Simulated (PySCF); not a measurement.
Ionisation energy along the 3-electron series

Calculated with PySCF 2.14 and a two-component X2C-1e Hamiltonian (Gaussian nucleus, no Breit or QED terms), each ion in its own even-tempered basis scaled to its charge; GMP2 freezes nothing and drops the highest virtual spinors. Values in eV. NIST values: (m) measured, (s) semi-empirical, (t) theoretical.

```csv
ion,configuration,GHF (screened spin-orbit),GMP2 (screened spin-orbit),NIST
B²⁺,[He] 2s1,37.830,37.923,37.931 (m)
C³⁺,[He] 2s1,64.382,64.488,64.494 (m)
N⁴⁺,[He] 2s1,97.771,97.887,97.890 (m)
```

Between Z = 5 and Z = 7 the GMP2 (screened spin-orbit) value grows as Z to the power 2.82.
